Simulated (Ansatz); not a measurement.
`[NH2][Mo]([NH2])(=[S])=[S]` at its PBE0-D4/def2-TZVP geometry, where that method's forces vanish. Charge 0, multiplicity 1. Mo takes the def2 core potential.

```xyz
9

N    -0.2125    0.9520   -1.3349
Mo    0.5735    0.0710    0.1761
N    -0.6967   -1.0646    1.0558
S     2.1480   -1.1373   -0.5241
S     1.1797    1.5495    1.5457
H    -0.2049    0.5760   -2.2705
H    -0.6635    1.8526   -1.2876
H    -1.2921   -0.7615    1.8110
H    -0.8314   -2.0377    0.8286
```

Problem. What forces (eV/Å) does PBE-D4/def2-TZVPP give on these atoms in Ansatz? (Estimate.)

Solution. Computed: 
```
N1  -0.020  0.045 -0.068
Mo2 -0.215 -0.026 -0.066
N3  -0.043 -0.053  0.048
S4   0.545 -0.421 -0.245
S5   0.207  0.514  0.476
H6  -0.017 -0.109 -0.329
H7  -0.166  0.305 -0.010
H8  -0.220  0.080  0.257
H9  -0.071 -0.335 -0.063
```
